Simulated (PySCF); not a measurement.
C₃H₆, SMILES C1CC1.

Coordinates come from a PBE0-D3(BJ)/def2-TZVP optimisation.

Computed with PBE/def2-TZVPD (PySCF).

Symmetry labels are those of the subgroup C2v that the program uses (full group D3h).

Computed valence orbital energies around the gap with their symmetry:
| orbital | symmetry | energy (eV) |
|---|---|---|
| HOMO−7 | B1 | -14.57 |
| HOMO−6 | A1 | -14.57 |
| HOMO−5 | B2 | -12.14 |
| HOMO−4 | A1 | -11.44 |
| HOMO−3 | A2 | -8.64 |
| HOMO−2 | B2 | -8.64 |
| HOMO−1 | B1 | -7.08 |
| HOMO | A1 | -7.08 |
| LUMO | A1 | 0.05 |
| LUMO+1 | B1 | 0.60 |
| LUMO+2 | A1 | 0.60 |
| LUMO+3 | B2 | 0.69 |
